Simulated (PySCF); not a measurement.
C3H8N, SMILES C[C](C)N, multiplicity 2.

The structure is a stationary point at ωB97X-D3(BJ)/def2-SVP. The isomer is the one that the SMILES or the coordinates give; other isomers of the formula were not compared. One conformer was computed; it need not be the lowest.

Two levels are set side by side: PBE/def2-TZVP (PySCF) and PBE0/def2-TZVP (PySCF). Same geometry, gas phase. Differences are taken from unrounded values.

```csv
quantity,PBE0
α-spin orbital gap (eV),4.82
β-spin orbital gap (eV),8.00
dipole moment (D),1.26
mean polarisability (bohr³),48.9
```

Task: What does PBE give, and how far is it from PBE0? (An estimate is asked for; the answer gives what the named calculation found.)

Result: 
| quantity | PBE | PBE minus PBE0 |
|---|---|---|
| α-spin orbital gap (eV) | 2.73 | -2.09 |
| β-spin orbital gap (eV) | 5.52 | -2.48 |
| dipole moment (D) | 1.22 | -0.04 |
| mean polarisability (bohr³) | 52.0 | 3.2 |

Loosely held outer electrons make PBE densities more polarisable. Differences between two approximate levels are no errors against the true value.

Rough cost on one machine, each run with all the roots and properties that it gave: PBE0 against PBE within a factor of 2.
